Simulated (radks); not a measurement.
Task: Species: Rb21+. Configuration: [Ne] 3s2 3p4. All-electron calculation, Dirac Kohn-Sham, Wu-Cohen GGA, spin-unpolarised, spherical densities, point nucleus; open shells fill j = l - 1/2 first. Program: a radial shooting solver on a logarithmic mesh with Libxc functionals. Some entries of the table are withheld. Estimate them.

| orbital | occ. | eigenvalue (hartree) | <r^2> (bohr^2) | <r> (bohr) |
|---|---|---|---|---|
| 1s1/2 | 2 | -584.6412 | 0.002188 | 0.04030 |
| 2s1/2 | 2 | -105.5389 | 0.03643 | 0.1759 |
| 2p1/2 | 2 | -98.93978 | 0.02776 | 0.1507 |
| 2p3/2 | 4 | -96.66866 | 0.02910 | 0.1546 |
| 3s1/2 | 2 | -37.15041 | 0.2271 | 0.4468 |
| 3p1/2 | 2 | -34.87236 | (1) | (2) |
| 3p3/2 | 2 | -34.37804 | (3) | (4) |
| 3d3/2 | 0 | (5) | 0.1796 | 0.3935 |
| 3d5/2 | 0 | (6) | 0.1812 | 0.3954 |
| 4s1/2 | 0 | (7) | 0.8464 | 0.8682 |

Result: 
(1) 3p1/2 <r^2> (bohr^2): 0.2161
(2) 3p1/2 <r> (bohr): 0.4328
(3) 3p3/2 <r^2> (bohr^2): 0.2223
(4) 3p3/2 <r> (bohr): 0.4392
(5) 3d3/2 eigenvalue (hartree): -30.89134
(6) 3d5/2 eigenvalue (hartree): -30.78680
(7) 4s1/2 eigenvalue (hartree): -18.49789
